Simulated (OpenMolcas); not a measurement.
An OpenMolcas run meant for Lu⁺ (ANO-R1, X2C; inactive shells 1s 2s 2p 3s 3p 3d 4s 4p 4d 4f 5s 5p; intended active space 2 electrons in 6 orbitals (5d 6s)). One step of its input:

```
&RASSCF
FileOrb=start.orb
Symmetry=1
Spin=3
nElAct=2 0 0
Inactive=15 19
Ras2=6 0
CIRoot=15 15 1
SDav=15
CIMx=300
Iter=83 100
PrWF=0.3
OrbListing=Nothing
MaxOrb=0
Atom
CIOnly
>>> COPY $Project.JobIph JOB001
```

Lines from the output:

```
--- SEWARD ---
Basis set label: LU.ANO-R...7S5P4D2F.

      Electronic valence basis set:
      ------------------
      Associated Effective Charge  71.000000 au
      Associated Actual Charge     71.000000 au
      Nuclear Model: Finite nucleus - Gaussian distribution
        Gaussian exponent, Xi/bohr**(-2):  1.52622E+08

      Shell  nPrim  nBasis  Cartesian Spherical Contaminant
         s      25       7        X
         p      20       5        X
         d      15       4                 X
         f      10       2                 X
                  Relativistic X2C integrals
                  Atomic mean-field integrals
--- RASSCF ---

 Nr of active orbitals     NAC=   6
 Spin degeneracy         ISPIN=   3
 There can be no such wave function.
 ************************************************
--- Stop Module: rasscf at  /rc=_RC_INPUT_ERROR_ ---
.####################.
.# User input error #.
.####################.
```

Problem. What is wrong with the input?

Solution. A keyword is misspelt. OpenMolcas reads the first four letters of a keyword, so the setting is refused or falls back to its default.
